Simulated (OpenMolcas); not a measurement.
# Mn2+: moving or changing the point charges

Mn2+ among 8 point charges of -1 e arranged as a cube (Oh), 1.97 Å from the ion.

- Program: OpenMolcas 26.06
- Method: CASSCF
- Basis: ANO-RCC-VDZP [5s4p2d1f]
- Scalar Hamiltonian: DKH2, point nucleus
- Active space: 5 electrons in 5 orbitals (3d)
- State averaging: 2S+1 = 6 even, 1 root; 2S+1 = 4 even, 24 roots; 2S+1 = 2 even, 75 roots
- Spin-orbit coupling: RASSI with atomic mean-field integrals over the reference wave functions

Runs around this geometry, states (labels of O, the rotations of Oh). Energies in cm-1 above the lowest state or level, χT in cm3 K/mol; 10Dq and B are least-squares fits to the states below 45000 cm-1, weighted by degeneracy, with a free offset, and given where the rms deviation is under 5 % of |10Dq| (or 100 cm-1) and under 700 cm-1; 10Dq is negative for this site.

```json
{"R (Å)": "1.97", "q (e)": "-0.5", "Ground state": "6A1", "10Dq": "-1556", "B (rms of fit)": "1114 (36)", "First gap with spin-orbit (degeneracies)": "31374 (6, 2)", "χT at 300 K": "4.386", "First state of another spin": "4T1 31391"}
{"R (Å)": "1.86", "q (e)": "-1", "Ground state": "6A1", "10Dq": "-4029", "B (rms of fit)": "1105 (116)", "First gap with spin-orbit (degeneracies)": "29480 (6, 2)", "χT at 300 K": "4.386", "First state of another spin": "4T1 29519"}
{"R (Å)": "1.97", "q (e)": "-1", "Ground state": "6A1", "10Dq": "-3136", "B (rms of fit)": "1109 (83)", "First gap with spin-orbit (degeneracies)": "30273 (6, 2)", "χT at 300 K": "4.386", "First state of another spin": "4T1 30305"}
{"R (Å)": "2.13", "q (e)": "-1", "Ground state": "6A1", "10Dq": "-2212", "B (rms of fit)": "1113 (57)", "First gap with spin-orbit (degeneracies)": "30988 (6, 2)", "χT at 300 K": "4.386", "First state of another spin": "4T1 31012"}
```

Taking |10Dq| as R^-n, n = -ln(2212 / 4029) / ln(2.13 / 1.86) = 4.4 between the shortest and longest distance. The point-charge formula for a cubic d site gives n = 5.

Scaling the charges by -0.5 / -1 = 0.50 scales |10Dq| by 1556 / 3136 = 0.50; with fixed orbitals a first-order splitting would follow the charge.

Without dynamic correlation the repulsion within the d shell is too large (B by tens of per cent), so at a given field states of lower spin stand too high. This is an electrostatic model: the charges have no orbitals. No measured value stands beside these numbers.
